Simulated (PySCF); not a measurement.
Species: C₂H₇Si (charge -1, singlet). It need not be the lowest isomer of its formula. Whether it binds its extra electron was not tested at this geometry. SMILES: [CH-]([SiH3])C
Geometry: optimised at B3LYP-D3(BJ)/def2-TZVP (Ansatz).

Dispersion corrections to the total energy (kcal/mol) from the dftd3 and dftd4 libraries through PySCF: D3(BJ) without and D4 with the three-body term, each with the damping fitted for the functional named.

```json
[
 {"functional": "TPSS", "D3(BJ)": "-4.96", "D4": "?"},
 {"functional": "B2PLYP", "D3(BJ)": "-3.21", "D4": "-3.31"},
 {"functional": "PW6B95", "D3(BJ)": "-1.98", "D4": "?"},
 {"functional": "r2SCAN", "D3(BJ)": "-1.09", "D4": "-1.19"},
 {"functional": "revPBE", "D3(BJ)": "-10.05", "D4": "-15.76"},
 {"functional": "B3LYP", "D3(BJ)": "-6.90", "D4": "-7.61"},
 {"functional": "TPSSh", "D3(BJ)": "-4.55", "D4": "?"}
]
```

Task: Some entries are withheld; supply them.

Result: 
- TPSS, D4: -6.42
- PW6B95, D4: -4.14
- TPSSh, D4: -5.83
